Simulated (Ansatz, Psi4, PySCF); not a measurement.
System: Si2H3Cl2, net charge 0, doublet state. SMILES: [SiH3][Si](Cl)Cl
Geometry: optimised at B3LYP-D3(BJ)/def2-TZVP (Ansatz, a program for electronic structure).

Wanted: size of the dipole moment, in D. Terms: no dispersion term unless named; UHF or UKS for open shells; six Cartesian d functions in 6-31G* and its kin unless marked 5d; LANL2DZ with its own core potentials from Na on; no spin-orbit coupling; non-relativistic; 6-311+G** with 5d, 6d on Na to Ar in Ansatz. First-principles rows: single points at B3LYP-D3(BJ) geometries (Ansatz).

```csv
level,program,size of the dipole moment (D)
SVWN5/6-31G*,Ansatz,1.90
PBE/3-21G,Ansatz,2.53
PBE/LANL2DZ,Ansatz,2.49
PBE/def2-SVP,Ansatz,1.39
PBE/6-311+G**,Ansatz,1.90
B3LYP/LANL2DZ,Ansatz,2.71
B3LYP/6-31G*,Ansatz,2.05
B3LYP/6-31+G*,Ansatz,2.07
B3LYP/def2-SVP,Ansatz,1.52
M06-2X/6-31G* (5d),PySCF,2.29
M06-2X/6-311+G**,PySCF,2.33
wB97X-D/6-31G*,Psi4,2.18
wB97X-D/6-311+G**,Psi4,2.16
```

No value to compare with is used here. The 13 habitual levels span 1.39 (PBE/def2-SVP) to 2.71 D (B3LYP/LANL2DZ).

The levels are drawn from those run, B3LYP/6-31G* more often than the rest, none by its result; left out are runs that failed, that the program found above a lower state of the same kind, or whose <S^2> lies over 0.5 above the pure value.
